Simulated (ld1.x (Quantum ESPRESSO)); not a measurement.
**Ranking ultrasoft potentials for O (Z = 8)**

All share these settings but for the change named:

| Property | Result |
| --- | --- |
| Element | O |
| Generator | ld1.x (Quantum ESPRESSO) 7.5 |
| Type | ultrasoft |
| Functional | PBE |
| Relativity | scalar-relativistic |
| Frozen core | [He] |
| Valence charge | 6 |
| Reference configuration | 2s1.5 2p4.5 |
| Partial waves | 2s (bound): rcut 0.70, rcutus 1.00 bohr; 2s channel at 1.15 Ry: rcut 0.70, rcutus 1.00 bohr; 2p (bound): rcut 1.15, rcutus 1.55 bohr; 2p channel at 4.65 Ry: rcut 1.15, rcutus 1.55 bohr; 3d channel at 0.2 Ry: rcut 1.05, rcutus 1.30 bohr |
| Local potential | all-electron potential smoothed inside 1.10 bohr (lloc = -1) |
| Core correction | a·sin(br)/r model core, default radius (core density twice the valence density) |
| Augmentation charge | PSQ, radius 0.75 bohr |

Test errors are all-electron minus pseudo excitation energies from the reference, over 2s2 2p4; 2s2 2p3; 2s2 2p2; 2s2 2p3.5; 2s0 2p6; 2s1 2p4; 2s2 2p1. None of these files shows a bound ghost.

The base gives 37.3 meV.

Of 9 variants that were run, those that failed, showed a ghost or another fault, or gave nearly equal values are left out.

A variant can come out equal or close to the base, since the largest error may sit in a test that the change hardly touches while other tests move.

Problem. Rank these variants by their largest absolute test error, smallest first.
A. local potential all-electron potential smoothed inside 1.78 bohr (lloc = -1)
B. local potential all-electron potential smoothed inside 1.24 bohr (lloc = -1)
C. local potential all-electron potential smoothed inside 1.52 bohr (lloc = -1)

Solution. C (10.9 meV), B (32.2 meV), A (41.5 meV).
